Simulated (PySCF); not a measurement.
C2H10Si4.

```xyz
16

Si     3.1029    -0.2533     0.0120
Si     1.1890     0.4036     1.2113
Si    -0.5655     0.7903    -0.2998
C     -2.3053     0.8356     0.4642
C     -2.9247    -0.2848     0.0122
Si    -1.6709    -1.1063    -1.1487
H      3.5035     0.8320    -0.9326
H      2.7925    -1.4791    -0.7829
H      4.2515    -0.5474     0.9195
H      1.4975     1.6194     2.0268
H      0.7837    -0.6946     2.1413
H     -0.2176     1.9313    -1.2023
H     -2.7729     1.5487     1.1565
H     -3.9428    -0.5713     0.3089
H     -2.0741    -1.1491    -2.5862
H     -1.2178    -2.4748    -0.7552
```

Geometry: B3LYP-D3(BJ)/def2-SVP. The structure was generated by enumeration; whether it is a known compound was not checked. The values are those of a single conformer.

All values below come from PySCF with PBE/pcSseg-1. Non-relativistic, no solvent.

Question: Give the absolute GIAO shielding of each atom: isotropic value and principal components (ppm). (An estimate is asked for; the answer gives what the named calculation found.)

Answer: 
```
atom  σ(iso)    σ11    σ22    σ33   span
----  ------  -----  -----  -----  -----
Si1    446.5  439.3  443.6  456.6   17.3
Si2    448.8  435.7  451.2  459.5   23.7
Si3    385.0  335.0  365.2  454.7  119.7
C4       9.2  -92.2  -17.5  137.4  229.5
C5      14.1  -87.0  -10.1  139.3  226.3
Si6    386.7  349.8  360.3  450.1  100.4
H7      27.7   24.5   25.9   32.7    8.2
H8      27.7   24.3   26.5   32.3    8.0
H9      27.5   24.2   25.0   33.3    9.1
H10     27.3   23.9   25.1   33.0    9.0
H11     27.6   24.6   25.6   32.6    8.1
H12     26.2   23.3   25.1   30.0    6.7
H13     23.8   22.6   23.7   25.0    2.4
H14     23.9   23.3   23.8   24.8    1.5
H15     26.3   24.0   24.2   30.6    6.7
H16     26.3   23.6   25.2   30.3    6.7
```
